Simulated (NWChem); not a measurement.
System: CH2F2O2Si; SMILES F[Si]1(F)OCO1

Output (shortened):

```
             Northwest Computational Chemistry Package (NWChem) 7.3.0
             --------------------------------------------------------

                             Geometry "geometry" -> ""
                             -------------------------

 Output coordinates in angstroms (scale by  1.889725989 to convert to a.u.)

  No.       Tag          Charge          X              Y              Z
 ---- ---------------- ---------- -------------- -------------- --------------
    1 F                    9.0000     0.00000000    -1.26341300     1.34229100
    2 Si                  14.0000     0.00000000     0.00000000     0.37272300
    3 F                    9.0000     0.00000000     1.26341300     1.34229100
    4 O                    8.0000    -1.10478800     0.00000000    -0.86497000
    5 C                    6.0000     0.00000000     0.00000000    -1.77188600
    6 O                    8.0000     1.10478800     0.00000000    -0.86497000
    7 H                    1.0000     0.00000000    -0.90915500    -2.39535800
    8 H                    1.0000     0.00000000     0.90915500    -2.39535800

 Effective nuclear repulsion energy (a.u.)     339.6692214715

                                 NWChem DFT Module
                                 -----------------

 Summary of "ao basis" -> "ao basis" (spherical)
 ------------------------------------------------------------------------------
       Tag                 Description            Shells   Functions and Types
 ---------------- ------------------------------  ------  ---------------------
 F                          def2-svp                 6       14   3s2p1d
 Si                         def2-svp                 8       18   4s3p1d
 O                          def2-svp                 6       14   3s2p1d
 C                          def2-svp                 6       14   3s2p1d
 H                          def2-svp                 3        5   2s1p

 in cosmo_initialize ...
 calling solv_data for solv:h2o

 solvent parameters
 solvname_short: h2o
 solvname_long:  water
 dielec:       78.4000
 dielecinf:     1.7769
 aqueous SMD model solvent descriptors
 dielec:       78.4000
 sola:          0.8200

          ---------------
          -cosmo- solvent
          ---------------
 Cosmo: York-Karplus, doi: 10.1021/jp992097l
 dielectric constant -eps-     =  78.40
 screen = (eps-1)/(eps    )    =   0.98724
 surface charge correction     = lagrangian

   van der Waals surface
 --------------------------

 ---------- ATOMIC COORDINATES (A.U.) ------------ VDWR(ANG.) --
     1    0.00000000   -2.38750438    2.53656219     1.730
     2    0.00000000    0.00000000    0.70434434     2.470
     3    0.00000000    2.38750438    2.53656219     1.730
     4   -2.08774660    0.00000000   -1.63455629     1.520
     5    0.00000000    0.00000000   -3.34837902     1.850
     6    2.08774660    0.00000000   -1.63455629     1.520
     7    0.00000000   -1.71805383   -4.52657026     1.200
     8    0.00000000    1.71805383   -4.52657026     1.200
 number of segments per atom =        128
 number of   points per atom =        128
 atom (   nspa,  nppa )
 ----------------------
    1 (     66,     0 )       0
    2 (     76,     0 )       0
    3 (     66,     0 )       0
    4 (     38,     0 )       0
    5 (     52,     0 )       0
    6 (     38,     0 )       0
    7 (     58,     0 )       0
    8 (     58,     0 )       0
 number of -cosmo- surface points =      452
 molecular surface =    112.329 angstrom**2
 molecular volume  =     93.003 angstrom**3
 -lineq- algorithm             =   0
 -bem- low  level              =   3
 -bem- from -octahedral-
 gaussian surface charge width =   4.50000
 degree of switching           =   1.00000
 switching function tolerance  =   0.00010
 atomic radii =
 --------------
    1  9.000  1.730
    2 14.000  2.470
    3  9.000  1.730
    4  8.000  1.520
    5  6.000  1.850
    6  8.000  1.520
    7  1.000  1.200
    8  1.000  1.200
 ...... end of -cosmo- initialization ......

 nat:                     8
 ixmem:                  3618
 calling mnsol_interface()
 G(SMD-CDS) energy (kcal/mol)  =     2.763
 SMD-CDS SASA (angstrom**2)    =   130.011

            General Information
            -------------------
          SCF calculation type: DFT
          Wavefunction type:  closed shell.
          No. of atoms     :     8
          No. of electrons :    56
           Alpha electrons :    28
            Beta electrons :    28
          Charge           :     0
          Spin multiplicity:     1
          Use of symmetry is: off; symmetry adaption is: off
          Maximum number of iterations: 150
          AO basis - number of functions:    98
                     number of shells:    44
          Convergence on energy requested:  1.00D-06
          Convergence on density requested:  1.00D-05
          Convergence on gradient requested:  5.00D-04

              XC Information
              --------------
                       M05-2X Method XC Functional
                     Hartree-Fock (Exact) Exchange  0.560
                M05-2X metaGGA Exchange Functional  0.440
                      M05-2X Correlation Potential  1.000

             Grid Information
             ----------------
          Grid used for XC integration:  medium
          Radial quadrature: Mura-Knowles
          Angular quadrature: Lebedev.
          Tag              B.-S. Rad. Rad. Pts. Rad. Cut. Ang. Pts.
          ---              ---------- --------- --------- ---------
          F                   0.50       49          11.0       434
          Si                  1.10       88           9.0       590
          O                   0.60       49           7.0       434
          C                   0.70       49           8.0       434
          H                   0.35       45          10.0       434
          Grid pruning is: on
          Number of quadrature shells:   423
          Spatial weights used:  Erf1

      Superposition of Atomic Density Guess
      -------------------------------------

 Sum of atomic energies:        -675.32924336

      Non-variational initial energy
      ------------------------------

 Total energy =    -677.400200
 1-e energy   =   -1612.511774
 2-e energy   =     595.442352
 HOMO         =      -0.360318
 LUMO         =       0.046081

   convergence    iter        energy       DeltaE   RMS-Dens  Diis-err
 ---------------- ----- ----------------- --------- --------- ---------
     COSMO gas phase
 d= 0,ls=0.0,diis     1   -678.5248363853 -1.02D+03  1.36D-02  1.34D+00
 d= 0,ls=0.0,diis     2   -678.5520448905 -2.72D-02  6.09D-03  1.38D+00
 d= 0,ls=0.0,diis     3   -678.6716574614 -1.20D-01  7.41D-04  1.12D-02
 d= 0,ls=0.0,diis     4   -678.6725894816 -9.32D-04  2.24D-04  8.60D-04
 d= 0,ls=0.0,diis     5   -678.6726739317 -8.45D-05  6.28D-05  1.04D-04
  Resetting Diis
 d= 0,ls=0.0,diis     6   -678.6726835704 -9.64D-06  2.13D-05  8.08D-06
 d= 0,ls=0.0,diis     7   -678.6726843499 -7.80D-07  8.69D-06  7.20D-07

   convergence    iter        energy       DeltaE   RMS-Dens  Diis-err
 ---------------- ----- ----------------- --------- --------- ---------
     COSMO solvation phase
 d= 0,ls=0.0,diis     1   -678.6778497313 -5.17D-03  1.11D-03  3.65D-03
 d= 0,ls=0.0,diis     2   -678.6786911546 -8.41D-04  2.67D-04  7.98D-04
 d= 0,ls=0.0,diis     3   -678.6787543154 -6.32D-05  1.39D-04  3.49D-04
 d= 0,ls=0.0,diis     4   -678.6787903187 -3.60D-05  3.63D-05  5.92D-06
 d= 0,ls=0.0,diis     5   -678.6787912534 -9.35D-07  8.18D-06  7.28D-07

         Total DFT energy =     -678.678791253355
      One electron energy =    -1614.611342262146
           Coulomb energy =      661.492950123472
    Exchange-Corr. energy =      -65.354550161551
 Nuclear repulsion energy =      339.669221471502

             COSMO energy =        0.124929575369

 Numeric. integr. density =       56.000006620384

                                COSMO-SMD solvation results
                                ---------------------------

             internal energy in gas <Psi(g)|H|Psi(g)> =      -678.672684349926
         internal energy in solvent <Psi(s)|H|Psi(s)> =      -678.671614305756
                               delta internal energy  =         0.001070044170 (    0.67 kcal/mol)
   total free energy in solvent <Psi(s)|H+V/2|Psi(s)> =      -678.683194831102
 polarization energy contribution <Psi(s)|V/2|Psi(s)> =        -0.011580525346 (   -7.27 kcal/mol)
    total free energy in solvent including G(SMD-CDS) =      -678.678791253355
                       G(SMD-CDS) energy contribution =         0.004403577746 (    2.76 kcal/mol)
     1 M fixed-concentration free energy of solvation =        -0.006106903430 (   -3.83 kcal/mol)

                       DFT Final Molecular Orbital Analysis
                       ------------------------------------

 Vector   26  Occ=2.000000D+00  E=-4.351183D-01
              MO Center=  2.1D-08,  8.7D-11, -8.8D-01, r^2= 2.1D+00
   Bfn.  Coefficient  Atom+Function         Bfn.  Coefficient  Atom+Function
  ----- ------------  ---------------      ----- ------------  ---------------
    50      0.441434  4 O  px                78      0.441434  6 O  px
    53      0.319070  4 O  px                81      0.319070  6 O  px
    64     -0.138057  5 C  px                22     -0.129381  2 Si px
    52      0.106610  4 O  pz                80     -0.106610  6 O  pz
    31     -0.077475  2 Si d  1              48     -0.070844  4 O  s

 Vector   27  Occ=2.000000D+00  E=-4.305215D-01
              MO Center= -7.8D-09, -2.9D-10, -8.1D-01, r^2= 1.9D+00
   Bfn.  Coefficient  Atom+Function         Bfn.  Coefficient  Atom+Function
  ----- ------------  ---------------      ----- ------------  ---------------
    51      0.448597  4 O  py                79     -0.448597  6 O  py
    54      0.352721  4 O  py                82     -0.352721  6 O  py
     4      0.072010  1 F  px                36     -0.072010  3 F  px
    28     -0.063937  2 Si d -2               7     -0.056214  1 F  px
    39      0.056214  3 F  px                70     -0.027402  5 C  d -2

 Vector   28  Occ=2.000000D+00  E=-3.880606D-01
              MO Center=  8.2D-09, -4.7D-10, -1.3D+00, r^2= 2.3D+00
   Bfn.  Coefficient  Atom+Function         Bfn.  Coefficient  Atom+Function
  ----- ------------  ---------------      ----- ------------  ---------------
    51      0.335060  4 O  py                79      0.335060  6 O  py
    65     -0.298483  5 C  py                89      0.267724  7 H  s
    94     -0.267724  8 H  s                 54      0.249694  4 O  py
    82      0.249694  6 O  py                90      0.127584  7 H  s
    95     -0.127584  8 H  s                 26      0.113893  2 Si py

 Vector   29  Occ=0.000000D+00  E= 7.213840D-02
              MO Center=  3.2D-10,  3.5D-09,  6.5D-01, r^2= 3.5D+00
   Bfn.  Coefficient  Atom+Function         Bfn.  Coefficient  Atom+Function
  ----- ------------  ---------------      ----- ------------  ---------------
    18      1.498844  2 Si s                  3     -0.398093  1 F  s
    35     -0.398093  3 F  s                 49     -0.348385  4 O  s
    77     -0.348385  6 O  s                 16      0.224546  2 Si s
    55     -0.169299  4 O  pz                83     -0.169299  6 O  pz
    27      0.159475  2 Si pz                 8     -0.153986  1 F  py

 Vector   30  Occ=0.000000D+00  E= 9.505848D-02
              MO Center= -1.6D-10,  7.7D-12,  1.6D-02, r^2= 3.8D+00
   Bfn.  Coefficient  Atom+Function         Bfn.  Coefficient  Atom+Function
  ----- ------------  ---------------      ----- ------------  ---------------
    25      0.861499  2 Si px                49      0.597896  4 O  s
    77     -0.597896  6 O  s                 67      0.506282  5 C  px
    22      0.329925  2 Si px                64      0.283532  5 C  px
     4      0.184420  1 F  px                 7     -0.184389  1 F  px
    36      0.184420  3 F  px                39     -0.184389  3 F  px

 Vector   31  Occ=0.000000D+00  E= 1.381875D-01
              MO Center=  1.7D-09, -2.0D-08, -2.0D+00, r^2= 5.0D+00
   Bfn.  Coefficient  Atom+Function         Bfn.  Coefficient  Atom+Function
  ----- ------------  ---------------      ----- ------------  ---------------
    63      1.904365  5 C  s                 90     -1.291898  7 H  s
    95     -1.291898  8 H  s                 27      0.671358  2 Si pz
    69     -0.623524  5 C  pz                18     -0.471553  2 Si s
    17      0.316445  2 Si s                 49      0.246172  4 O  s
    62      0.246240  5 C  s                 77      0.246172  6 O  s

     Multipole analysis of the density
     ---------------------------------

     L   x y z        total         alpha         beta         nuclear
     -   - - -        -----         -----         ----         -------
     0   0 0 0     -0.000000    -28.000000    -28.000000     56.000000

     1   1 0 0     -0.000000     -0.000000     -0.000000      0.000000
     1   0 1 0     -0.000000     -0.000000     -0.000000      0.000000
     1   0 0 1     -0.776124     -0.499375     -0.499375      0.222625

     2   2 0 0    -31.470064    -50.604519    -50.604519     69.738974
     2   1 1 0     -0.000000     -0.000000     -0.000000      0.000000
     2   1 0 1      0.000000      0.000000      0.000000      0.000000
     2   0 2 0    -29.415110    -68.960858    -68.960858    108.506607
     2   0 1 1     -0.000000     -0.000000     -0.000000      0.000000
     2   0 0 2    -25.416871   -149.587430   -149.587430    273.757990
```

Level: M05-2X/def2-SVP, SMD on the gas-phase geometry. Structure relaxed at the PBE0/def2-SVP level. Solvent: water.

Problem. Which NWChem input produces such a log?

Solution. Several could match; the one computed here: the input that was run:
```
start job
memory heap 200 mb stack 900 mb global 1100 mb
geometry units angstroms noautosym nocenter noautoz
  F      0.000000    -1.263413     1.342291
  Si     0.000000     0.000000     0.372723
  F      0.000000     1.263413     1.342291
  O     -1.104788     0.000000    -0.864970
  C      0.000000     0.000000    -1.771886
  O      1.104788     0.000000    -0.864970
  H      0.000000    -0.909155    -2.395358
  H      0.000000     0.909155    -2.395358
end
basis spherical
  F library def2-svp
  Si library def2-svp
  O library def2-svp
  C library def2-svp
  H library def2-svp
end
dft
  xc m05-2x
  iterations 150
end
cosmo
  do_cosmo_smd true
  solvent water
end
task dft energy
```
